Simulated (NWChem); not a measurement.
System meant: C3H5FSi; SMILES C#C[Si@H](C)F

Here is an NWChem input.

```
start job
memory heap 200 mb stack 900 mb global 1100 mb
geometry units angstroms noautosym nocenter noautoz
  C      0.063592     2.566385    -0.193925
  C     -0.012582     1.372207     0.028007
  Si    -0.092292    -0.426541     0.371847
  C      1.404780    -1.291890    -0.304241
  F     -1.421290    -1.015254    -0.361381
  H      0.126176     3.622627    -0.389882
  H     -0.270884    -0.636682     1.833365
  H      1.493758    -1.120021    -1.387603
  H      2.317940    -0.912188     0.180268
  H      1.343804    -2.376361    -0.125669
end
basis spherical
  * library 6-31g*
end
dft
  xc xtpss03 ctpss03
  iterations 150
end
property
  shielding
end
task dft property
```

End of the output:

```
 Vector   26  Occ=0.000000D+00  E= 6.642795D-02
              MO Center=  2.5D-01, -9.8D-01,  2.8D-01, r^2= 5.0D+00
   Bfn.  Coefficient  Atom+Function         Bfn.  Coefficient  Atom+Function
  ----- ------------  ---------------      ----- ------------  ---------------
    52      1.235850   4 C  s                40      0.989713   3 Si py
    38     -0.540566   3 Si s                80     -0.528899   8 H  s
    82     -0.478099   9 H  s                78      0.454140   7 H  s
    20     -0.432244   2 C  s                36      0.322804   3 Si py
    76     -0.270216   6 H  s                66      0.239882   5 F  s

 center of mass
 --------------
 x =  -0.15168571 y =  -0.01921283 z =  -0.04279286

 moments of inertia (a.u.)
 ------------------
         646.923443246633          -7.199579615635          -3.460148511309
          -7.199579615635         302.682860775567          -2.928105866443
          -3.460148511309          -2.928105866443         853.860998946731

     Multipole analysis of the density
     ---------------------------------

     L   x y z        total         alpha         beta         nuclear
     -   - - -        -----         -----         ----         -------
     0   0 0 0     -0.000000    -23.000000    -23.000000     46.000000

     1   1 0 0      0.678863      0.658950      0.658950     -0.639037
     1   0 1 0      0.267358      0.749043      0.749043     -1.230728
     1   0 0 1      0.027961      0.729285      0.729285     -1.430610

     2   2 0 0    -28.102753    -84.874077    -84.874077    141.645401
     2   1 1 0     -1.124825      4.484737      4.484737    -10.094300
     2   1 0 1     -0.437399      1.330895      1.330895     -3.099188
     2   0 2 0    -21.847258   -178.613285   -178.613285    335.379312
     2   0 1 1     -1.089670     -0.175140     -0.175140     -0.739390
     2   0 0 2    -27.307334    -30.408812    -30.408812     33.510291

          -----------------------------------------
          Chemical Shielding Tensors (GIAO, in ppm)
          -----------------------------------------

 ------------------------------------------------------------------------
  xtpss03: d2 not coded                    0
 ------------------------------------------------------------------------
 ------------------------------------------------------------------------
  current input line :
    25: task dft property
 ------------------------------------------------------------------------
 ------------------------------------------------------------------------
 This error has not yet been assigned to a category
 ------------------------------------------------------------------------
 For more information see the NWChem manual at https://nwchemgit.github.io

0: xtpss03: d2 not coded:Received an Error in Communication
```

What is wrong, and how is it mended?

The program stopped with an error. Cause: this functional's second derivatives, which shieldings need, aren't coded here; the fix takes a hybrid GGA instead. This input runs:
```
start job
memory heap 200 mb stack 900 mb global 1100 mb
geometry units angstroms noautosym nocenter noautoz
  C      0.063592     2.566385    -0.193925
  C     -0.012582     1.372207     0.028007
  Si    -0.092292    -0.426541     0.371847
  C      1.404780    -1.291890    -0.304241
  F     -1.421290    -1.015254    -0.361381
  H      0.126176     3.622627    -0.389882
  H     -0.270884    -0.636682     1.833365
  H      1.493758    -1.120021    -1.387603
  H      2.317940    -0.912188     0.180268
  H      1.343804    -2.376361    -0.125669
end
basis spherical
  C library 6-31g*
  Si library 6-31g*
  F library 6-31g*
  H library 6-31g*
end
dft
  xc pbe0
  iterations 150
end
property
  shielding
end
task dft property
```
It converges to -506.28145 Ha (PBE0/6-31G* (spherical d), GIAO).
